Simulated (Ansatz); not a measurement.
Gas-phase reaction R1 → P1 + P2, each structure at its B3LYP-D3(BJ)/def2-TZVP stationary point, reached from a drawn start (curvature not checked).
R1: O3S (SMILES O=S(=O)=O), charge 0, multiplicity 1.
P1: O atom, charge 0, multiplicity 3.
P2: SO2 (SMILES O=S=O), charge 0, multiplicity 1.

P less R. No zero-point or thermal terms; singlets are restricted closed shells; open shells are unrestricted; no spin–orbit coupling.

Cores are frozen in the correlated methods. CBS(a, b) extrapolates the correlation energy as X⁻³ and adds the Hartree–Fock energy of set b.

Codes used: Ansatz (Gaussian basis) for Hartree–Fock, density functionals and correlated methods. All values are computed, each at the level named.

### Question
Estimate the reaction energy that CCSD(T)/CBS(cc-pV(T+d)Z, cc-pV(Q+d)Z) returns for this input.

### Answer
359 kJ/mol

### Question
Give the reaction energy at the level CCSD/cc-pV(Q+d)Z.

### Answer
330 kJ/mol

### Question
What is the computed reaction energy (HF/cc-pV(D+d)Z)?

### Answer
96 kJ/mol

Ansatz is a quantum-chemistry and plane-wave program.
